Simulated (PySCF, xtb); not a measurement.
Bi(F)2(OMe) (CH₃BiF₂O), SMILES C[O][Bi]([F])[F]. One conformer was computed; it need not be the lowest.

Harmonic wavenumbers (cm⁻¹) from GFN2-xTB run with xtb at its own minimum, in rising order: 93, 120, 129, 152, 193, 273, 409, 411, 435, 1048, 1137, 1144, 1406, 1467, 1482, 2955, 2965, 2989.

### Question
What does PBE-D3(BJ)/def2-SVP (PySCF 2.14.0) give at its own minimum? (An estimate is asked for; the answer gives what the named calculation found.)

### Answer
7, 86, 117, 169, 183, 260, 501, 553, 562, 1047, 1125, 1131, 1399, 1402, 1432, 2923, 3002, 3029. Paired by order, the mean absolute difference is 44 cm⁻¹ and the zero-point energies are 26.9 and 27.1 kcal/mol.
